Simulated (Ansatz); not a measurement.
Reaction (atomization): `CC[AsH]N` → As• + 2 C• + 8 H• + N•

Computed with Ansatz on PBE0-D4/def2-TZVP structures; ΔE is electronic, products minus reactants. CBS: MP2 limit from def2 TZ/QZ plus the TZ coupled-cluster correction, frozen cores. This one scheme is used for every species, atoms too. DFT in def2-TZVPP. No spin–orbit coupling; open shells (•) take unrestricted orbitals. Spin–orbit coupling would lower the free atoms: a little for C. For As outer-core shells are correlated without core-valence functions, so the limit isn't a true one: a few kJ/mol of doubt a bond, and 10 to 20 or more in all where bonds break to atoms. Scalar relativity is left out up to krypton. One conformer a species, not always the lowest.

CCSD(T)/CBS gives +42.84 eV.

Question: Another level gave +42.71 eV. Which?
A. ωB97X-V/def2-TZVPP
B. B2PLYP/def2-TZVPP
C. PBE-D4/def2-TZVPP
D. r2SCAN/def2-TZVPP

Answer: D. r2SCAN 42.71, ωB97X-V 43.12, B2PLYP 42.44, PBE-D4 43.61 eV.

Largest T1 diagnostic among the species: 0.010.

From PBE to PBE0 (25 % exact exchange), in def2-TZVPP and without D4, ΔE moves by −0.69 eV: exact exchange takes away binding that semilocal exchange gives to molecules. In def2-TZVPP, CCSD(T) changes the Hartree–Fock value by +11.47 eV (the triples alone add +0.58 eV) and MP2 by +11.57 eV; breaking electron pairs costs correlation energy, which Hartree–Fock lacks.

For atomizations the MP2-based limit and the directly extrapolated one differ by several kJ/mol either way, and by 10 to 25 for some Ge, Se and Sn compounds, so smaller differences from it don't rank the levels.
